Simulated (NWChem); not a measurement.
Molecule: C2H7BClN; SMILES CN(C)BCl

```xyz
12

B     -0.8057    -0.3380     0.0002
H     -2.0093    -0.2893     0.0006
Cl    -0.0405    -1.9400    -0.0012
N     -0.0527     0.8334     0.0009
C      1.3903     0.8950     0.0005
C     -0.6958     2.1282     0.0019
H      1.7598     1.4344    -0.8894
H      1.7607     1.4301     0.8926
H      1.8126    -0.1170    -0.0022
H     -0.4077     2.7140     0.8929
H     -0.4081     2.7151    -0.8886
H     -1.7866     2.0096     0.0021
```
Atoms are numbered in this order, from 1.

All runs: NWChem. Pople sets run with spherical d functions. All runs use the structure optimised with PBE0/def2-SVP. No frequency run checked for a minimum. B3LYP is NWChem's, with the RPA form of VWN correlation. Vzz is the largest principal value of the second derivative of the potential at the nucleus (NWChem prints the opposite sign); η is the asymmetry. Non-relativistic.

```
level                   Vzz B1 (a.u.)  η B1  Vzz Cl3 (a.u.)  η Cl3  Vzz N4 (a.u.)  η N4
----------------------  -------------  ----  --------------  -----  -------------  ----
Hartree-Fock/def2-TZVP          0.351  0.74           2.123   0.40         -0.700  0.71
Hartree-Fock/def2-SVP           0.323  0.72           1.912   0.34         -0.722  0.61
B3LYP/def2-SVP                  0.264  0.80           1.950   0.36         -0.650  0.70
B3LYP/6-31G*                    0.265  0.85           2.015   0.38         -0.641  0.67
```
